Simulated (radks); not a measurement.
Question: These are the eigenvalues of the occupied orbitals of an atom or ion with whole-number occupations (eV). Calculated with a radial shooting solver on a logarithmic mesh with Libxc functionals: scalar-relativistic Kohn-Sham, PBEsol, spin-unpolarised, spherical densities, finite nucleus; Fermi nuclear charge, rms radius of each element as measured or else 0.836 A^(1/3) + 0.57 fm.

| orbital | eigenvalue |
|---|---|
| 1s | -85580.73 |
| 2s | -15263.39 |
| 2p | -13139.01 |
| 3s | -3665.558 |
| 3p | -3053.788 |
| 3d | -2418.182 |
| 4s | -840.5666 |
| 4p | -639.9125 |
| 4d | -404.2976 |
| 5s | -160.3254 |
| 4f | -143.5133 |
| 5p | -105.4851 |
| 5d | -44.3443 |

Which element is it, and in what charge state? The configuration may be excited.

Answer: Z = 81, thallium, charge +3: Tl3+ in [Xe] 4f14 5d10. The list shows which subshells hold electrons but not how many an open one holds; the 1s level, -3145 hartree, gives Z - s = 79.3 by -(Z - s)^2/2, which with screening and relativity narrows Z to a few neighbours, and the depths of the outer levels then fix element, charge and occupations together.
